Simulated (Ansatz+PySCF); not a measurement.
Two shapes of singlet AlCl₄(-).

Shape 1:

```xyz
5

Al    0.0000    0.0000    0.0000
Cl    1.2486    1.2486    1.2486
Cl    1.2486   -1.2486   -1.2486
Cl   -1.2486    1.2486   -1.2486
Cl   -1.2486   -1.2486    1.2486
```

Shape 2:

```xyz
5

Al    0.0000    0.0000    0.0000
Cl    1.3484    1.3484    1.3484
Cl    1.3484   -1.3484   -1.3484
Cl   -1.3484    1.3484   -1.3484
Cl   -1.3484   -1.3484    1.3484
```

Basis set: def2-SVP (spherical functions). Frozen core: 25 orbitals. Charge -1, multiplicity 1.

Computed with Ansatz (development build ahead of 0.2.0); each method stands on the lowest determinant of its kind that the runs found.

(1) Which shape is lower in energy, and by how much in each method?

## Answers

(1)

```json
{"method": "RHF", "E(2) − E(1) (eV)": "0.722"}
{"method": "UHF", "E(2) − E(1) (eV)": "0.722"}
{"method": "UHF-MP2", "E(2) − E(1) (eV)": "0.805"}
{"method": "RHF-CCSD", "E(2) − E(1) (eV)": "0.775"}
{"method": "RHF-CCSD(T)", "E(2) − E(1) (eV)": "0.757"}
```

Shape 1 is lower. Caution: no diffuse functions for an anion.
